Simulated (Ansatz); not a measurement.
C$_{4}$H$_{7}$O$_{2}$S, doublet, geometry from GFN2-xTB. Base run: R2SCAN/6-31G* in Ansatz (an electronic-structure program).

Input for Ansatz:
Ansatz 0.2 input:
```yaml
crystal:
  periodic: [false, false, false]
  atoms:
    - {symbol: O, position_ang: [1.20582299, 0.63703759, 1.26442980]}
    - {symbol: S, position_ang: [0.59731569, 0.46377763, -0.02791048]}
    - {symbol: O, position_ang: [1.21088856, 1.14490167, -1.13828716]}
    - {symbol: C, position_ang: [-1.12685342, 0.81459164, 0.03043694]}
    - {symbol: C, position_ang: [-1.90007289, -0.42866224, -0.03021007]}
    - {symbol: C, position_ang: [-0.94949266, -1.57801386, 0.33886522]}
    - {symbol: C, position_ang: [0.36671307, -1.31843240, -0.36146958]}
    - {symbol: H, position_ang: [-1.52096062, 1.79857927, -0.11345824]}
    - {symbol: H, position_ang: [-2.76975271, -0.40009022, 0.63480175]}
    - {symbol: H, position_ang: [-2.29754025, -0.58865507, -1.04489655]}
    - {symbol: H, position_ang: [-0.77775098, -1.56250060, 1.41642599]}
    - {symbol: H, position_ang: [-1.37833452, -2.54287852, 0.06676269]}
    - {symbol: H, position_ang: [0.31041096, -1.44378684, -1.43879776]}
    - {symbol: H, position_ang: [1.20142010, -1.87352333, 0.05085347]}
basis:
  gaussian:
    orbitals: 6-31G*
hamiltonian:
  xc: r2scan
magnetization: {spin_polarized: true, initial_magnetization: 1}
```

The base run was repeated with changes; each row names its change, and settings that it needs were set with it.

| change | ΔE vs base (mEh) |
|---|---|
| base | 0.000 |
| point_charge = charge:0.5 position_ang:3.5857, -2.7279, 3.1048 | -2.233 |
| fitting.mean_field = def2-universal-JKFIT | -0.135 |
| fitting.mean_field = cc-pVTZ-JKFIT | -0.123 |
| lower_state_search = full | 0.000 |
| accuracy = high | 0.001 |
| nuclear_model = gaussian | 0.349 |
| final_grid = 4, 8, 17 | -5.149 |
| forces = on | 0.000 |
| point_charge = charge:-1.0 position_ang:0.2697, -5.8572, 1.5555 | -11.256 |
| point_charge = charge:1.0 position_ang:2.7783, 0.4212, -4.4982 | -14.462 |
